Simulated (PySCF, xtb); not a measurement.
ClH5SSi2, SMILES Cl[SiH2]S[SiH3].

GFN2-xTB run with xtb at its own geometry gives an orbital gap of 4.44 eV and a dipole moment of 2.18 D.

The structure is a stationary point at PBE0-D3(BJ)/def2-SVP. The structure was generated by enumeration, and PubChem lists no compound with its InChIKey, so it may never have been made. Other conformers were not sampled.

Q: What does PBE/def2-TZVP (PySCF) give? (The exact figures need the calculation; the answer reports its results.)

A: gap 5.39 eV (levels -6.59 and -1.21 eV), dipole 0.82 D.
